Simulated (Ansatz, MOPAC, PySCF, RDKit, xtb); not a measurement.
Dimer: HI (SMILES I) (first 2 atoms) with H4OSi (SMILES O[SiH3]); geometry from B3LYP-D3(BJ)/def2-TZVP, rigid monomers moved along the line of their centres of mass till H2···O3 is 1.82 Å.
(charge 0, multiplicity 1):
```tsv
atom	x (Å)	y (Å)	z (Å)
I	-0.4232	-1.1697	-0.6328
H	-0.5765	-0.9602	0.9732
O	-0.6751	-0.6216	2.7587
Si	0.1773	0.6358	3.4346
H	-1.2728	-1.1338	3.3094
H	-0.7392	1.6533	4.0001
H	0.9649	1.2051	2.3265
H	1.0698	0.1506	4.5132
```

```
level                                                 interaction energy (kcal/mol)  cost
----------------------------------------------------  -----------------------------  ----
UFF                                                                           38.11     -
AM1                                                                            0.36     -
PM3                                                                           -5.63     -
GFN1-xTB                                                                       2.92     -
HF/3-21G (no counterpoise)                                                    -4.96     -
HF/def2-TZVPPD                                                                 1.21     -
PBE/def2-TZVPPD                                                               -2.38    ×1
PBE-D3(BJ)/def2-TZVPPD                                                        -3.63    ×1
PBE-D4/def2-TZVPPD                                                            -3.63    ×1
r2SCAN-D4/def2-TZVPPD                                                         -3.10    ×1
B3LYP/3-21G (no counterpoise)                                                 -8.11     -
B3LYP/LANL2DZ (no counterpoise)                                               -6.05     -
B3LYP/def2-TZVPPD                                                             -1.02    ×1
B3LYP-D3(BJ)/def2-TZVPPD                                                      -3.24    ×1
B3LYP-D4/def2-TZVPPD                                                          -3.01    ×1
PBE0-D4/def2-TZVPPD                                                           -3.45    ×1
MP2/def2-SVPD                                                                 -2.07     -
SCS-MP2/def2-SVPD                                                             -0.89     -
CCSD/def2-SVPD                                                                -0.78     -
MP2/CBS(def2-SVPD, def2-TZVPPD) + ΔCCSD(T)/def2-SVPD                          -1.78    ×5
```

The rows run from -8.11 (B3LYP/3-21G (no counterpoise)) to 38.11 kcal/mol (UFF). The dispersion term adds -1.25 in PBE-D3(BJ), -1.25 in PBE-D4, -2.21 in B3LYP-D3(BJ).

Counterpoise-corrected where a basis set is named; no monomer relaxation. Rows marked so take none. RDKit's UFF carries no charges.

Cores are frozen in the correlated methods. Filled d and f shells under p-block atoms count as core. CBS: X⁻³ extrapolation of the correlation energy, Hartree–Fock from the larger set. Rows in 3-21G, LANL2DZ carry no dispersion term and start afresh at each structure; the Pople sets are all-electron and without relativity. LANL2DZ brings its own core potentials from Na on. The state reached by AM1, PM3 isn't checked.

The values were computed with Ansatz (Gaussian orbitals); MOPAC for AM1, PM3 (differences of heats of formation); PySCF for 3-21G rows, LANL2DZ rows, the dispersion terms; RDKit for the force fields; xtb for the GFN methods. Values without a source in brackets are computed. In def2 rows elements past Kr take small-core potentials, without spin–orbit coupling.

Costs are rough ratios of core time to PBE/def2-TZVPPD (about 13 s over the structures, on one shared machine); a dash marks a level with no comparable run of its own.

Ansatz is a first-principles code.
